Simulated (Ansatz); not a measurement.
Relaxation of AlFH2OS (6 atoms, charge 0, multiplicity 1), to a largest force component of 0.02 eV/Å in at most 50 steps.

Level of theory: Ansatz, RKS PBE0/def2-SVP.

```xyz
6
Properties=species:S:1:pos:R:3:forces:R:3
O 1.139 -0.474 -1.359 -0.96 1.09 2.70
Al 0.046 -0.568 0.134 2.17 -0.99 0.02
F 0.626 -1.459 1.559 -0.90 1.38 -2.30
S -1.923 0.419 0.184 0.29 0.51 0.28
H 1.620 0.390 -1.250 -0.49 -1.20 -0.43
H -1.466 1.628 0.685 -0.10 -0.79 -0.27
```

**Question.** Where does it end, and by what steps?

**Answer.** The run converged. After 15 steps the energy has fallen by 0.887 eV; H6 moved furthest, 1.13 Å.

```csv
step,energy less start (eV),largest force component (eV/Å),accepted
0,0.0000,2.700,yes
1,-0.3524,1.671,yes
2,-0.5013,0.805,yes
3,-0.5045,0.814,yes
4,-0.5597,0.310,yes
5,-0.5917,0.566,yes
6,-0.6122,1.079,yes
7,-0.7602,0.328,yes
8,-0.7725,0.244,yes
9,-0.7704,1.409,no
10,-0.8158,0.190,yes
11,-0.8462,0.160,yes
12,-0.8772,0.139,yes
13,-0.8868,0.050,yes
14,-0.8873,0.068,yes
15,-0.8874,0.004,yes
```

```xyz
6
Properties=species:S:1:pos:R:3
O 1.395 -0.464 -1.038
Al 0.228 -0.249 0.158
F 0.408 -1.089 1.576
S -1.494 1.056 -0.037
H 1.446 -0.064 -1.905
H -1.941 0.747 1.201
```

Time of the run: 27 s on 1 thread of Intel(R) Xeon(R) 6975P-C (Granite Rapids) (shared host), peak memory 0.17 GiB.
